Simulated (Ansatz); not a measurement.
Hg6Se6, relaxed as a singlet with RKS PBE-D4/def2-SVP in Ansatz, starting from the GFN1-xTB geometry. Force threshold 0.03 eV/Å.

In the def2 sets Hg takes a core potential; there is no spin–orbit coupling.

Start:

```xyz
12

Se   -2.736    1.324    0.981
Hg   -2.101   -1.237    1.063
Hg   -1.915    0.918   -1.600
Se   -2.142   -1.713   -1.633
Se   -0.004   -2.730    1.656
Hg    0.332   -2.423   -1.044
Hg   -0.334    2.422    1.047
Se    0.001    2.734   -1.655
Se    2.144    1.714    1.631
Hg    1.918   -0.918    1.601
Hg    2.100    1.237   -1.066
Se    2.736   -1.328   -0.983
```

(1) Estimate the energy that the relaxation releases and the steps that it takes.

(2) Does the start keep its bonding and symmetry?

(3) Predict the relaxed structure.

Results:

(1) 1.42 eV, in 7 steps; 21 s on 2 threads of AMD EPYC 7R13 on a shared host and a share (18 GiB) of an NVIDIA H100 80GB HBM3. The force fell under the threshold at step 5, but the optimiser went on. No frequencies were taken in this run, so the end may be a saddle point.

(2) Bonds lost: Se1–Hg3, Hg2–Se4, Se5–Hg6, Hg7–Se8, Se9–Hg11, Hg10–Se12 (atoms count from 1). Point group D3d at the start, D3d at the end, both within 0.05 Å.

(3) 
| atom | x (Å) | y (Å) | z (Å) |
| --- | --- | --- | --- |
| Se1 | -2.802 | 1.358 | 1.127 |
| Hg2 | -1.814 | -0.992 | 1.382 |
| Hg3 | -1.523 | 0.726 | -1.827 |
| Se4 | -2.164 | -1.754 | -1.790 |
| Se5 | -0.021 | -2.771 | 1.812 |
| Hg6 | 0.346 | -2.049 | -1.367 |
| Hg7 | -0.346 | 2.049 | 1.367 |
| Se8 | 0.021 | 2.771 | -1.812 |
| Se9 | 2.164 | 1.754 | 1.790 |
| Hg10 | 1.523 | -0.726 | 1.827 |
| Hg11 | 1.814 | 0.992 | -1.382 |
| Se12 | 2.802 | -1.358 | -1.127 |
Bond lengths (bridged metal pairs left out): 12 × Hg–Se 2.56 Å.
